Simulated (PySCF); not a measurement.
# Ir⁻ (iridium, charge -1): UHF calculation

Configuration: [Xe] 4f14 5d8 6s2, high-spin 3F determinant. All numbers are calculated (PySCF 2.14, a scalar-relativistic core potential, in aug-cc-pVDZ-PP with ECP60MDF).

* Total energy: -103.622883 hartree
* One-electron energy: -185.1555 hartree
* Hartree (Coulomb) energy: 91.3964 hartree
* Exchange energy: -9.8637 hartree
* ⟨S²⟩: 2.0857
* ⟨L²⟩: 12.038
* Sum of ⟨r⟩: 31.60 bohr
* Sum of ⟨r²⟩: 84.73 bohr²

```tsv
shell	electrons	mean orbital energy (hartree)	spread (hartree)	rms radius, mean of both spins (bohr)
5s α	1	-3.94721	0	1.06
5s β	1	-3.84518	0	1.06
5p α	3	-2.22175	0	1.23
5p β	3	-2.08034	0	1.23
5d α	5	-0.18720	0.03490	1.98
5d β	3	-0.12204	0	1.98
6s α	1	-0.07189	0	4.59
6s β	1	-0.01752	0	4.59
```

Energies and moments cover only the electrons outside the core potential. Spin-orbit coupling, absent here, splits the open shell strongly. ⟨S²⟩ = 2.09 against 2.00 shows spin contamination.
